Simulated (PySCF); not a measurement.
C₂H₅ClGaN. Atoms are numbered in the order given.

```xyz
10

Ga     0.0877     0.0831     0.1006
Cl    -1.9990     0.1782     0.6543
C      0.6344    -0.9143    -1.4624
C      1.9172    -1.0182    -1.8445
H     -0.1332    -1.4188    -2.0639
H      2.2171    -1.5881    -2.7339
H      2.7365    -0.5412    -1.2916
N      1.1647     0.9950     1.2190
H      0.8100     1.4984     2.0246
H      2.1709     1.0755     1.1317
```

The structure is a stationary point at r2SCAN-D4/def2-SVP. The structure was generated by enumeration; whether it is a known compound was not checked. One conformer was computed; it need not be the lowest.

Calculation: M06-2X/def2-TZVP in PySCF.

The molecule is in vacuum.

```
Property                                                                                                       Result
---------------------------------------------------------------------------------------------  ----------------------
total energy                                                                                      -2519.07708 hartree
highest occupied level                                                                                       -8.94 eV
lowest empty level                                                                                           -0.52 eV
orbital gap                                                                                                   8.42 eV
dipole moment                                                                                                  3.03 D
quadrupole, principal values (traceless, Buckingham form, about the centre of nuclear charge)  -3.51, -2.45, 5.96 D·Å
mean static polarisability                                                                      68.0 bohr³ (10.07 Å³)
polarisability, principal values                                                               46.3, 67.7, 89.8 bohr³
```
